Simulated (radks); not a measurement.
Results of a calculation; reference values are marked as such.
Problem. These are the eigenvalues of the occupied orbitals of an atom or ion with whole-number occupations (eV). Level of theory: scalar-relativistic Kohn-Sham, LDA (Slater exchange, Perdew-Wang correlation), spin-polarised, spherical densities, finite nucleus; Fermi nuclear charge, rms radius of each element as measured or else 0.836 A^(1/3) + 0.57 fm (a radial shooting solver on a logarithmic mesh with Libxc functionals).

| orbital | eigenvalue |
|---|---|
| 1s down | -53636.92 |
| 1s up | -53636.92 |
| 2s up | -8964.927 |
| 2s down | -8964.652 |
| 2p up | -7963.036 |
| 2p down | -7962.825 |
| 3s up | -2028.692 |
| 3s down | -2025.273 |
| 3p up | -1721.024 |
| 3p down | -1717.626 |
| 3d up | -1323.625 |
| 3d down | -1320.925 |
| 4s up | -434.3176 |
| 4s down | -427.2860 |
| 4p up | -332.3351 |
| 4p down | -325.4303 |
| 4d up | -193.2244 |
| 4d down | -186.4826 |
| 5s up | -76.4610 |
| 5s down | -72.3933 |
| 5p up | -50.2454 |
| 5p down | -46.6683 |
| 4f up | -40.4905 |
| 5d up | -19.4616 |

Which element is it, and in what charge state? The configuration may be excited. Open shells, if any, are filled with parallel spins first.

Solution. Z = 66, dysprosium, charge +2: Dy2+ in [Xe] 4f7 5d3. The list shows which subshells hold electrons but not how many an open one holds; the 1s level, -1971.1 hartree, gives Z - s = 62.8 by -(Z - s)^2/2, which with screening and relativity narrows Z to a few neighbours, and the depths of the outer levels then fix element, charge and occupations together.
